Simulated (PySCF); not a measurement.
Deuteron quadrupole couplings in `C=C(C)[SiH2]C[C@@H](C)CC`

Species: C₈H₁₈Si.
Cartesian coordinates in Å at the GFN2-xTB level; atoms count from 1:
```
atom  x, y, z in Å
C1     1.2163    2.4143    0.8726
C2     1.7928    1.2551    0.5868
C3     2.7866    1.1406   -0.5306
Si4    1.3953   -0.3365    1.5293
C5     0.4277   -1.5008    0.3666
C6    -0.6614   -0.8294   -0.4771
C7    -1.1607   -1.8031   -1.5450
C8    -1.8126   -0.3425    0.4081
C9    -2.7313    0.6532   -0.2902
H10    0.5030    2.5120    1.6739
H11    1.4330    3.3192    0.3225
H12    2.9246    2.0915   -1.0429
H13    2.4566    0.3972   -1.2553
H14    3.7490    0.8120   -0.1401
H15    0.6444   -0.0154    2.7491
H16    2.6493   -1.0029    1.9121
H17   -0.0237   -2.3080    0.9467
H18    1.1414   -1.9781   -0.3096
H19   -0.2272    0.0429   -0.9797
H20   -1.9419   -1.3534   -2.1528
H21   -1.5615   -2.7016   -1.0783
H22   -0.3477   -2.0968   -2.2066
H23   -2.3938   -1.2041    0.7462
H24   -1.3921    0.1405    1.2920
H25   -2.1647    1.5224   -0.6178
H26   -3.5103    0.9897    0.3904
H27   -3.2111    0.2085   -1.1583
```

Level: PBE0/pcSseg-1 (PySCF, non-relativistic); Q(2H) = 0.00286 b; rigid geometry, the same for H and D, with no vibrational averaging.

Problem. Rank these positions by the coupling χzz of a deuteron there, largest first.
A. H12 (methyl hydrogen)
B. H24 (methylene hydrogen)
C. H15 (Si–H hydrogen)
D. H11 (vinylic hydrogen)
E. H19 (methine hydrogen)
F. H10 (vinylic hydrogen)

Solution. F (226 kHz), D (222 kHz), A (210 kHz), B (204 kHz), E (196 kHz), C (108 kHz).

Problem. Give the electric field gradient Vzz (the principal value of largest size), its asymmetry and the 2H coupling at each hydrogen.

Solution. 
| atom | bonded to | bond length (Å) | Vzz (au) | η | χzz (kHz) |
| --- | --- | --- | --- | --- | --- |
| H10 | C1 | 1.077 | 0.3361 | 0.05 | 226 |
| H11 | C1 | 1.081 | 0.3298 | 0.05 | 222 |
| H12 | C3 | 1.089 | 0.3123 | 0.03 | 210 |
| H13 | C3 | 1.089 | 0.3119 | 0.03 | 210 |
| H14 | C3 | 1.089 | 0.3115 | 0.02 | 209 |
| H15 | Si4 | 1.468 | 0.1611 | 0.01 | 108 |
| H16 | Si4 | 1.471 | 0.1588 | 0.02 | 107 |
| H17 | C5 | 1.092 | 0.3123 | 0.03 | 210 |
| H18 | C5 | 1.093 | 0.3097 | 0.03 | 208 |
| H19 | C6 | 1.096 | 0.2924 | 0.02 | 196 |
| H20 | C7 | 1.087 | 0.3174 | 0.02 | 213 |
| H21 | C7 | 1.089 | 0.3134 | 0.02 | 211 |
| H22 | C7 | 1.089 | 0.3148 | 0.02 | 212 |
| H23 | C8 | 1.093 | 0.3037 | 0.02 | 204 |
| H24 | C8 | 1.092 | 0.3039 | 0.04 | 204 |
| H25 | C9 | 1.088 | 0.3141 | 0.02 | 211 |
| H26 | C9 | 1.088 | 0.3162 | 0.01 | 212 |
| H27 | C9 | 1.087 | 0.3171 | 0.02 | 213 |

Problem. Average by the element that carries the hydrogen.

Solution. on C: 211 kHz over 16 positions, mean bond length 1.089 Å; on Si: 107 kHz over 2 positions, mean bond length 1.469 Å.

Problem. How does χzz go with the bond length over the 16 C–H bonds?

Solution. A straight-line fit has a slope of -14.2 kHz for each 0.01 Å, with a correlation coefficient of -0.97, over lengths from 1.077 to 1.096 Å. The longer bonds have the smaller couplings here.

Problem. Give the 2H NMR doublet splittings at H21 for a magnetic field along the z, y and x axes of the gradient: 3χ/2, 3χ(1 + η)/4, 3χ(1 − η)/4.

Solution. With |χ| = 210.6 kHz and η = 0.019: 316, 161 and 155 kHz, to first order and without motion.

Geometry: GFN2-xTB, one conformer, isolated molecule. GFN2-xTB bond lengths can be off by several hundredths of an ångström, more for odd bonds, and the gradients follow them. The small basis limits the accuracy of the gradients.

These values come from a run that also computed NMR shieldings. Time: 56 s. Hardware: one thread, x86-64 server (shared host).
